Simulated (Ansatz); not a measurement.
`F[Si](F)(F)[SiH](Cl)Cl` + NH₃ → `N[SiH](Cl)Cl` + `F[SiH](F)F` at 500 K and 1 bar (cleavage of the Si–Si bond).

Calculated with Ansatz (gas phase, PBE0-D4/def2-TZVP geometries, no zero-point term in ΔE). CBS: MP2 limit from def2 TZ/QZ plus the TZ coupled-cluster correction, frozen cores. This one scheme is used for every species. One conformer a species, not always the lowest.

```tsv
species	CCSD(T)/CBS energy (Eh)	H − E (kJ/mol)	S (J/(mol·K))
`F[Si](F)(F)[SiH](Cl)Cl`	-1798.00739	114.5	489.5
NH₃	-56.50880	108.2	211.8
`N[SiH](Cl)Cl`	-1265.28357	139.5	380.6
`F[SiH](F)F`	-589.26725	75.7	315.5
```

H − E and S are ideal-gas, rigid-rotor, harmonic terms from PBE0-D4/def2-TZVP, for one conformer and one mirror image of each species. 1 Eh = 2625.50 kJ/mol, R = 8.31446 J/(mol·K).

Problem. By hand: ΔE, ΔH, ΔS and ΔG.

Solution. ΔE = (-1265.28357) + (-589.26725) − (-1798.00739) − (-56.50880) = -0.03463 Eh = -90.9 kJ/mol. Δ(H − E) = 139.5 + 75.7 − 114.5 − 108.2 = -7.5, so ΔH = -98.4 kJ/mol. ΔS = 380.6 + 315.5 − 489.5 − 211.8 = -5.2 J/(mol·K). ΔG = -98.4 − 500 × (-5.2)/1000 = -95.8 kJ/mol.

Problem. By hand: the equilibrium constant, and the temperature at which ΔG would vanish if ΔH and ΔS stayed fixed.

Solution. log₁₀ K = −ΔG/(RT ln 10) = 10.0. ΔG = 0 at ΔH/ΔS = 18923 K, far beyond where these terms or the molecules hold.

The number of gas molecules stays the same, so ΔS is small and ΔH decides. A doubt of 5 kJ/mol in ΔE shifts log₁₀ K by 0.5 here. Other conformers and mirror images would add mixing entropy, several J/(mol·K) or more a flexible species. Modes under 60 cm⁻¹, often nearly free rotors, make the harmonic entropy too high. These are equilibria of isolated gas molecules and say nothing of rates. Largest T1 diagnostic: 0.012 (customary marks: 0.02 for closed shells, 0.045 for open ones).
